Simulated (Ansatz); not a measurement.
`Cl[Si](Cl)(Cl)Br` + H–F → `F[Si](Cl)(Cl)Cl` + HBr at 400 K and 1 bar (ligand exchange at the Si–Br bond).

Isolated molecules relaxed with PBE0-D4/def2-TZVP in Ansatz; ΔE leaves out vibrations. CBS: MP2 limit from def2 TZ/QZ plus the TZ coupled-cluster correction, frozen cores. This one scheme is used for every species. For Br outer-core shells are correlated without core-valence functions, which leaves a few kJ/mol of doubt a bond. Scalar relativity is left out up to krypton.

| species | CCSD(T)/CBS energy (Eh) | H − E (kJ/mol) | S (J/(mol·K)) |
| --- | --- | --- | --- |
| `Cl[Si](Cl)(Cl)Br` | -4241.93609 | 47.8 | 383.2 |
| H–F | -100.39570 | 36.5 | 182.2 |
| `F[Si](Cl)(Cl)Cl` | -1768.43208 | 50.3 | 358.0 |
| HBr | -2573.91920 | 27.6 | 207.2 |

H − E and S are ideal-gas, rigid-rotor, harmonic terms from PBE0-D4/def2-TZVP. 1 Eh = 2625.50 kJ/mol, R = 8.31446 J/(mol·K).

Q: By hand: ΔE, ΔH, ΔS and ΔG.

A: ΔE = (-1768.43208) + (-2573.91920) − (-4241.93609) − (-100.39570) = -0.01949 Eh = -51.2 kJ/mol. Δ(H − E) = 50.3 + 27.6 − 47.8 − 36.5 = -6.4, so ΔH = -57.6 kJ/mol. ΔS = 358.0 + 207.2 − 383.2 − 182.2 = -0.2 J/(mol·K). ΔG = -57.6 − 400 × (-0.2)/1000 = -57.5 kJ/mol.

Q: By hand: the equilibrium constant, and the temperature at which ΔG would vanish if ΔH and ΔS stayed fixed.

A: log₁₀ K = −ΔG/(RT ln 10) = 7.5. ΔG = 0 at ΔH/ΔS = 288000 K, far beyond where these terms or the molecules hold.

The number of gas molecules stays the same, so ΔS is small and ΔH decides. A doubt of 5 kJ/mol in ΔE shifts log₁₀ K by 0.7 here. These are equilibria of isolated gas molecules and say nothing of rates. Largest T1 diagnostic: 0.010 (customary marks: 0.02 for closed shells, 0.045 for open ones).
